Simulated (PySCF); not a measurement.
**Telling isomers of C3H8F2O2Si apart by NMR**

- σ from GIAO-PBE0/pcSseg-1
- GFN2-xTB structure
- code: PySCF 2.14.0 with density-fitted response routines
- isolated molecule, fast rotation and ring inversion assumed for equivalent nuclei, relativity neglected, one conformer

Chemical shifts δ = σref − σ; ¹H and ¹³C vs TMS, all at this level. Splittings of carbon signals by F and P are missing where no couplings were computed. Where no couplings were computed, multiplicities follow the n + 1 count of equivalent neighbours, and m marks all less simple cases (inequivalent or close neighbours, rings, F or P nearby). Shifts are as computed. Against solution values, carbons near 30 ppm lie about +3 ppm off and those near 130 ppm about +5 ppm. Of 1309 compounds with measured shifts, 239 miss one by over three times the rms of a fit or turn the order of signals round; such compounds aren't used in these exercises.

(1) Tabulate the signals of `C[C@@H](O[SiH3])OC(F)F`, `CO[Si](F)(CF)OC` and their relative energies.

(2) What is the quickest way to tell C[C@@H](O[SiH3])OC(F)F from CO[Si](F)(CF)OC?

## Answers

(1) 
| SMILES | carbon types | δC | δH | E rel. (kcal/mol) |
| --- | --- | --- | --- | --- |
| C[C@@H](O[SiH3])OC(F)F | 2×CH 1×CH3 | 122.6, 96.0, 24.3 | 6.65 (m, 1H), 5.53 (q, 1H), 4.93 (s, 3H), 1.52 (d, 3H) | 60.0 |
| CO[Si](F)(CF)OC | 1×CH2 2×CH3 | 80.3, 53.8 | 4.80 (m, 2H), 4.01 (s, 6H) | 0.0 |

Energies are electronic energies at PBE0/pcSseg-1 on these geometries, without zero-point or thermal terms, each for the one conformer computed, which needn't be the lowest.

(2) Count the carbon signals: 3 against 2. The first has an sp3 CH bonded to 2 F and O at 122.6 ppm, the second an sp3 CH2 bonded to F and Si at 80.3 ppm. In the proton spectra the most deshielded non-exchanging signals are 6.65 (m, 1H) and 4.80 (m, 2H).
